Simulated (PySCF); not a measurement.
Run record: excited-state job, `N#C[SiH2]O[Si@H]([SiH3])Br`.

Computed with TDDFT PBE0/def2-SVPD, vertical, gas phase, core orbitals frozen in the response (PySCF 2.14.0, density-fitted response routines). Geometry: GFN2-xTB. The input is one job of a driver script: a line of settings, then coordinates in Å.

Input:
```
{"job": {"kind": "uv", "xc": "PBE0", "basis": "def2-SVPD", "nstates": 8, "ntriplets": 3}, "charge": 0, "multiplicity": 1}
N     -1.618289     2.420410    -1.467408
C     -1.841802     1.486947    -0.842466
Si    -2.165233    -0.037201     0.197136
O     -0.730559    -0.397341     0.852619
Si     0.807295    -0.934842     0.871018
Si     2.139908     0.400503    -0.457588
Br     0.647288    -3.019638     0.098491
H     -2.581041    -1.110787    -0.695605
H     -3.020439     0.302143     1.324085
H      1.022892    -1.148178     2.298361
H      1.458877     0.795323    -1.692318
H      2.526503     1.594149     0.297013
H      3.350212    -0.351004    -0.801065
```

Problem. Give the output.

Solution. 
```
coarse grid: 56880 points
cycle   1  E = -3612.7479968166  dE = -4.427e-01  |g| = 7.784e-01  |ddm| = 5.259e+00
cycle   2  E = -3612.4709727255  dE =  2.770e-01  |g| = 1.397e+00  |ddm| = 2.366e+00
cycle   3  E = -3612.8655719735  dE = -3.946e-01  |g| = 1.592e-01  |ddm| = 1.521e+00
cycle   4  E = -3612.8693405080  dE = -3.769e-03  |g| = 1.033e-01  |ddm| = 2.594e-01
cycle   5  E = -3612.8714761601  dE = -2.136e-03  |g| = 2.590e-02  |ddm| = 1.224e-01
cycle   6  E = -3612.8716618795  dE = -1.857e-04  |g| = 6.678e-03  |ddm| = 4.925e-02
cycle   7  E = -3612.8716707856  dE = -8.906e-06  |g| = 8.400e-04  |ddm| = 1.217e-02
final grid: 114496 points
cycle   8  E = -3612.8715806362  dE = -5.826e-09  |g| = 9.447e-04  |ddm| = 5.894e-03
cycle   9  E = -3612.8715804670  dE =  1.692e-07  |g| = 1.258e-03  |ddm| = 3.878e-03
cycle  10  E = -3612.8715808626  dE = -3.957e-07  |g| = 2.708e-04  |ddm| = 2.156e-03
cycle  11  E = -3612.8715808788  dE = -1.620e-08  |g| = 4.526e-05  |ddm| = 2.925e-04
cycle  12  E = -3612.8715808793  dE = -4.629e-10  |g| = 1.125e-05  |ddm| = 5.442e-05
converged SCF energy = -3612.8715808793

Static polarisability (au): isotropic 116.101, principal 99.283 114.060 134.961

Singlet excitations
state   eV       nm        f      main configurations
  1   5.8612    211.5   0.00715   H->L 0.93
  2   6.1861    200.4   0.02026   H->L+1 0.92
  3   6.4471    192.3   0.02598   H-1->L 0.85
  4   6.6595    186.2   0.01562   H->L+2 0.72, H-2->L 0.10
  5   6.6710    185.9   0.01635   H-1->L+1 0.83, H-2->L 0.12
  6   6.8078    182.1   0.02686   H-2->L 0.70, H->L+2 0.12, H-1->L+1 0.08
  7   6.8538    180.9   0.00631   H-3->L 0.57, H-4->L 0.17
  8   6.9597    178.1   0.00333   H->L+3 0.86

Triplet excitations (Tamm-Dancoff, eV): 5.4041 5.6160 5.8559
```

The SCF starts on a coarse grid where the log names one; the energy can jump when the final grid takes over, and dE then counts from the start density on the new grid. H and L stand for HOMO and LUMO; the number after each pair is its weight.

Problem. Give S1 in cm⁻¹ and kJ/mol.

Solution. 5.8612 eV × 8065.54 = 47274 cm⁻¹; × 96.485 = 565.5 kJ/mol.

Problem. How does the lowest singlet excitation compare with the HOMO–LUMO gap?

Solution. HOMO -8.23 eV and LUMO -1.32 eV give a gap of 6.91 eV; S1 at 5.86 eV lies 1.05 eV below it.

In short: HOMO -8.23 eV, LUMO -1.32 eV; lowest singlet 5.86 eV; lowest triplet 5.40 eV (Tamm–Dancoff); mean polarisability 116.1 au.

 The PBE0/def2-SVPD calculation is non-relativistic and has no spin–orbit coupling, an omission that weighs most on bromine.

Problem. Estimate the wall time. Hardware: an Arm Neoverse V1 with one thread, no GPU, on a shared host.

Solution. About 51 s.

One conformer stands for the species.
Labels such as C1 count atoms from 1, the log's own numbers from 0.
